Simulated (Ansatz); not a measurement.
`[O]=[V]([F])([F])[F]` + H₂O → `[O]=[V]([OH])([F])[F]` + H–F at 298.15 K and 1 bar (formal hydrolysis of a V–F bond).

Computed with Ansatz on PBE0-D4/def2-TZVP structures; ΔE is electronic, products minus reactants. CCSD(T)/CBS is the MP2 limit (def2-TZVPP, def2-QZVPP) plus CCSD(T) − MP2 in def2-TZVPP, frozen cores. This one scheme is used for every species. For V outer-core shells are correlated without core-valence functions, which leaves a few kJ/mol of doubt a bond. Scalar relativity is left out up to krypton. Each species was taken in one conformer, which may not be the lowest.

| species | CCSD(T)/CBS energy (Eh) | H − E (kJ/mol) | S (J/(mol·K)) |
| --- | --- | --- | --- |
| `[O]=[V]([F])([F])[F]` | -1318.17840 | 46.1 | 307.5 |
| H₂O | -76.37941 | 66.4 | 188.7 |
| `[O]=[V]([OH])([F])[F]` | -1294.15888 | 76.8 | 321.5 |
| H–F | -100.39570 | 33.5 | 173.6 |

H − E and S are ideal-gas, rigid-rotor, harmonic terms from PBE0-D4/def2-TZVP, for one conformer and one mirror image of each species. 1 Eh = 2625.50 kJ/mol, R = 8.31446 J/(mol·K).

By hand: ΔE, ΔH, ΔS and ΔG.

ΔE = (-1294.15888) + (-100.39570) − (-1318.17840) − (-76.37941) = 0.00323 Eh = 8.5 kJ/mol. Δ(H − E) = 76.8 + 33.5 − 46.1 − 66.4 = -2.2, so ΔH = 6.3 kJ/mol. ΔS = 321.5 + 173.6 − 307.5 − 188.7 = -1.1 J/(mol·K). ΔG = 6.3 − 298.15 × (-1.1)/1000 = 6.6 kJ/mol.

By hand: the equilibrium constant, and the temperature at which ΔG would vanish if ΔH and ΔS stayed fixed.

log₁₀ K = −ΔG/(RT ln 10) = -1.2. ΔH and −TΔS have one sign here, so there is no such temperature.

The number of gas molecules stays the same, so ΔS is small and ΔH decides. A doubt of 5 kJ/mol in ΔE shifts log₁₀ K by 0.9 here. Other conformers and mirror images would add mixing entropy, several J/(mol·K) or more a flexible species. These are equilibria of isolated gas molecules and say nothing of rates. Largest T1 diagnostic: 0.032 (customary marks: 0.02 for closed shells, 0.045 for open ones).

ΔS is within the doubt of such terms, so its sign, and with it that verdict, could turn.
